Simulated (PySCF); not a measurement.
SnHFCl2, SMILES [F][SnH]([Cl])[Cl]. Coordinates come from a PBE0-D3(BJ)/def2-SVP optimisation. The def2 effective core potentials stand for the cores of Sn; spin–orbit coupling is left out.

The numbers are results of PBE0-D3(BJ)/def2-SVP (PySCF), not measurements.

Harmonic wavenumbers (cm⁻¹): 110, 149, 157, 388, 405, 555, 556, 655, 1999. Rotational constants (GHz): 2.972, 1.771, 1.303; symmetry number 1.

Q: Work out the zero-point energy and the ideal-gas rigid-rotor harmonic-oscillator thermochemistry at 298.15 K and 1 atm.

A: ZPE = ½ Σ hcν = ½ × 4974 cm⁻¹ = 29.75 kJ/mol. H − E(el) = 47.87 kJ/mol. Entropy in J/(mol K): translation 175.41, rotation 118.16, vibration 49.84, total 343.41. G − E(el) = -54.52 kJ/mol. Cp = 82.97 J/(mol K). Modes under 150 cm⁻¹ make the vibrational entropy uncertain.
